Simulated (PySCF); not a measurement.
Computed properties of CH₈FNOSi₂, SMILES CO[SiH2][Si@@H](N)F

CH8FNOSi2, SMILES [SiH2](OC)[Si@@H](N)F. Geometry optimised at PBE0-D3(BJ)/def2-SVP. The structure was generated by enumeration; whether it is a known compound was not checked. One conformer was computed; it need not be the lowest. All values are computed for the isolated molecule unless a solvent is named; none is compared with measurement here.

**Structure.** All 36 harmonic modes at PBE0-D3(BJ)/def2-SVP (PySCF) are real, so it is a minimum. With heavy atoms numbered as in [CH3:1][O:2][SiH2:3][Si@@H:4]([NH2:5])[F:6], the shortest bond between them is C1–O2 at 1.400 Å and the longest Si3–Si4 at 2.334 Å.

**Vibrations.** The strongest infrared lines (harmonic, unscaled, degenerate partners summed) lie at 841 cm⁻¹ (269 km/mol, H 80 %, Si 9 %), 815 cm⁻¹ (253 km/mol, F 32 %, Si 25 %, H 25 %, N 18 %), 420 cm⁻¹ (191 km/mol, H 63 %, N 30 %). The softest mode is at 39 cm⁻¹ and the zero-point energy is 61.7 kcal/mol.

**Electronic structure.** r2SCAN/def2-TZVP (PySCF) places the frontier levels at -6.87 and -0.91 eV, a gap of 5.96 eV, and gives a dipole moment of 1.95 D and a mean polarisability of 76.5 bohr³. PBE/def2-TZVP (PySCF) at the same geometry gives -6.55 and -1.23 eV, so its gap is 0.64 eV narrower. An orbital gap is neither the optical nor the fundamental gap.

**Excitations.** TDDFT-ωB97X/def2-SVPD (PySCF) has S1 at 6.71 eV (185 nm, f = 0.021, weak); the most intense of the 10 singlets computed lies at 8.50 eV (f = 0.08). T1 (TDA) is at 6.04 eV. TDDFT-PBE/def2-SVPD (PySCF) puts S1 at 5.46 eV. No vertical singlet excitation falls in the visible range (under 3.1 eV).

**NMR.** GIAO shifts at KT2/pcSseg-1 (PySCF) (non-relativistic, atoms alike by connectivity averaged): ¹³C at 59.9 ppm against TMS; ¹H from 1.8 to 5.5 ppm against TMS; ²⁹Si from -23.9 to -10.1 ppm against TMS; ¹⁹F at -174.1 ppm against CFCl3.

**Solvation.** SMD-B3LYP/6-31G* (PySCF) gives -2.3 kcal/mol in water, -5.8 kcal/mol in methanol, -4.8 kcal/mol in N,N-dimethylformamide (1 M in both phases, gas-phase geometry); of these solvents methanol holds the molecule best.
